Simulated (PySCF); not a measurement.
Geometries of 3 isomers of C2H9Ge2NO, from PBE0-D3(BJ)/def2-SVP geometry optimisation, gas phase in PySCF. One conformer each, no zero-point energy, no frequencies.

Question: Which is lowest in electronic energy at this level?
A.
```xyz
15
angstrom
O     -1.993    2.040    1.164
C     -2.103    0.842    1.327
N     -1.243   -0.080    0.844
C     -0.029    0.242    0.124
Ge     1.558   -0.026    1.277
Ge     0.020    2.046   -0.717
H     -2.948    0.388    1.895
H     -1.420   -1.049    1.081
H      0.069   -0.448   -0.730
H      1.486    0.944    2.468
H      2.854    0.204    0.478
H      1.536   -1.475    1.810
H      0.411    3.162    0.257
H      1.192    1.879   -1.723
H     -1.247    2.352   -1.528
```
B.
```xyz
15
angstrom
N      2.337   -0.139   -0.207
C      1.141   -0.572    0.276
O      1.065   -1.345    1.213
C     -0.083   -0.023   -0.411
Ge    -1.538   -1.345   -0.256
Ge    -0.612    1.699    0.416
H      3.180   -0.460    0.250
H      2.409    0.521   -0.966
H      0.109    0.185   -1.476
H     -2.684   -0.863   -1.173
H     -1.050   -2.722   -0.735
H     -2.057   -1.412    1.186
H      0.392    2.062    1.523
H     -2.025    1.594    1.015
H     -0.601    2.802   -0.661
```
C.
```xyz
15
angstrom
C      1.965   -0.620   -0.469
C      1.070    0.594   -0.440
O      1.508    1.723   -0.597
N     -0.273    0.408   -0.230
Ge    -1.089   -1.245    0.030
Ge    -1.158    2.075   -0.241
H      1.661   -1.314   -1.269
H      2.997   -0.297   -0.646
H      1.916   -1.168    0.485
H     -2.581   -0.957    0.228
H     -0.491   -1.928    1.274
H     -0.860   -2.135   -1.205
H     -1.018    2.741   -1.615
H     -2.632    1.688    0.008
H     -0.648    2.957    0.904
```

Answer: C. That is `CC(=O)[N]([GeH3])[GeH3]`, 8.5 kcal/mol below the next.

```csv
SMILES,atoms numbered as above,E (Eh),relative (kcal/mol),relative (kJ/mol),dipole (D)
CC(=O)[N]([GeH3])[GeH3],[CH3:1][C:2](=[O:3])[N:4]([GeH3:5])[GeH3:6],-4364.20186,0.0,0.0,2.99
NC(=O)[CH]([GeH3])[GeH3],[NH2:1][C:2](=[O:3])[CH:4]([GeH3:5])[GeH3:6],-4364.18832,8.5,35.5,3.75
O=CN[CH]([GeH3])[GeH3],[O:1]=[CH:2][NH:3][CH:4]([GeH3:5])[GeH3:6],-4364.16780,21.4,89.4,3.64
```

As drawn, the highest has an N–H bond, which the lowest lacks.
